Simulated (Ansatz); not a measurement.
A nudged elastic band was laid between two geometries of ClF3Ge + H2 (7 atoms, charge 0, multiplicity 1).

Level of theory: Ansatz, RKS PBE-D4/def2-SVP.

```json
{
  "movable images": "5",
  "climbing image": "yes",
  "spring": "5.0 eV/Å²",
  "optimiser": "quadratic models (default)",
  "start path": "through a guess of the saddle point",
  "force threshold": "0.05 eV/Å",
  "iteration limit": "60",
  "end points": "relaxed"
}
```

Initial state:

```xyz
7
Properties=species:S:1:pos:R:3
Ge 0.416 0.000 0.053
Cl 0.630 0.000 2.164
F 1.961 0.000 -0.717
F -0.437 1.395 -0.498
F -0.438 -1.395 -0.498
H -2.826 0.000 0.902
H -2.556 0.000 1.622
```

Final state:

```xyz
7
Properties=species:S:1:pos:R:3
Ge -0.286 0.000 -0.685
Cl -0.564 0.000 3.000
F 1.122 0.000 0.329
F -0.137 1.390 -1.713
F -0.137 -1.390 -1.713
H -1.599 0.000 0.099
H -1.650 0.000 3.712
```

(1) What changes between the two ends?

(2) Give the energies along the band, and the barrier.

(3) What is the geometry of the highest image?

The band took 17 iterations and roughly 5 core-minutes.

## Answers

(1) Bonds broken: Ge1–Cl2, H6–H7. Bonds formed: Ge1–H6, Cl2–H7. ClF3Ge + H2 becomes ClH + F3GeH.

(2) The forces met the threshold. The highest image is number 3 of 0 to 6, 1.86 eV above the first end and 1.50 eV above the last; the last end lies 0.36 eV above the first. Neighbouring images differ by up to 1.2 eV, so the band resolves the path poorly. A vibrational analysis at the climbing image gives one clearly imaginary mode, 1008i cm⁻¹: a first-order saddle point. The orbitals stay closed-shell, which can raise the energy where a bond breaks towards radicals; this wasn't checked here.

```tsv
image	path coordinate (Å)	energy (eV)	Ge1–Cl2 (Å)	H6–H7 (Å)	Ge1–H6 (Å)
0	0.00	0.00	2.12	0.77	3.35
1	0.73	0.07	2.13	0.77	2.76
2	1.46	0.61	2.20	0.79	2.18
3	2.19	1.86	2.48	1.06	1.73
4	3.21	0.76	3.20	1.64	1.54
5	4.22	0.41	3.63	2.45	1.53
6	5.24	0.36	3.70	3.61	1.53
```

(3) 
```xyz
7
Properties=species:S:1:pos:R:3
Ge -0.277 0.000 -0.013
Cl 0.058 0.000 2.445
F 1.451 0.000 -0.209
F -0.679 1.487 -0.820
F -0.679 -1.487 -0.820
H -1.824 0.000 0.760
H -1.300 0.000 1.685
```

Time of the run: 2.4 min on 2 threads of Arm Neoverse V1, on a shared host, peak memory 0.15 GiB.
